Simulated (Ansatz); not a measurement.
Isolated molecules relaxed with PBE0-D4/def2-TZVP in Ansatz; ΔE leaves out vibrations. CBS: MP2 limit from def2 TZ/QZ plus the TZ coupled-cluster correction, frozen cores. This one scheme is used for every species. DFT in def2-TZVPP. One conformer a species, not always the lowest.

`O[SiH2][SiH2]P` + NH₃ → `N[SiH2]P` + `O[SiH3]`  (cleavage of the Si–Si bond)

| species | r2SCAN-D4 energy (Eh) |
| --- | --- |
| `O[SiH2][SiH2]P` | -999.76107 |
| NH₃ | -56.54866 |
| `N[SiH2]P` | -689.19180 |
| `O[SiH3]` | -367.13151 |

Q: Work out ΔE.

A: ΔE = (-689.19180) + (-367.13151) − (-999.76107) − (-56.54866) = -0.01358 Eh = -0.37 eV. CCSD(T)/CBS gives -0.42 eV.

Largest T1 diagnostic among the species: 0.013.

In def2-TZVPP, CCSD(T) changes the Hartree–Fock value by +0.22 eV (the triples alone add +0.03 eV) and MP2 by +0.15 eV. The D4 term adds +0.06 eV with B3LYP and +0.04 eV with PBE0; it sums over pairs of atoms, weighted by their polarisabilities, and B3LYP, whose exchange is more repulsive, gets the larger term. From PBE to PBE0 (25 % exact exchange), in def2-TZVPP and without D4, ΔE moves by −0.06 eV.

B3LYP here is the variant with VWN-RPA as its local correlation; programs differ in this.
